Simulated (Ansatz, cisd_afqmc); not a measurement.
System: Pb, charge -1, quartet.

Total energies in def2-QZVPPD, 5 correlated electrons, 9 frozen orbitals. Radicals and triplets start from unrestricted determinants; spin-orbit coupling is neglected. Cores are frozen in correlated methods (noble-gas shells, and filled d and f shells in the p block). Past Kr the def2 sets carry scalar-relativistic core potentials. AFQMC is phaseless with a CISD trial state; ± is one standard error, without the phaseless bias. Outlying blocks are dropped, and bars are widened where a walk drifts. Over all cases where full CI ran beside it in this data, AFQMC minus full CI had a median of +0.1 mEh and passed +0.4 mEh in a tenth of the cases. Spin-orbit terms, left out, reach several kcal/mol for Br and I, and more for heavier atoms.

| method | program | energy (Eh) | minus CCSDT(Q) (mEh) |
|---|---|---|---|
| HF | Ansatz | -191.86703 | 65.55 |
| MP2 | Ansatz | -191.92005 | 12.54 |
| CCSD | Ansatz | -191.92954 | 3.04 |
| CCSD(T) | Ansatz | -191.93203 | 0.55 |
| CCSDT(Q) | Ansatz | -191.93259 | 0.00 |
| AFQMC/CISD | cisd_afqmc | -191.9324 ± 0.0002 | 0.2 ± 0.2 |

Ansatz is a program for electronic structure.
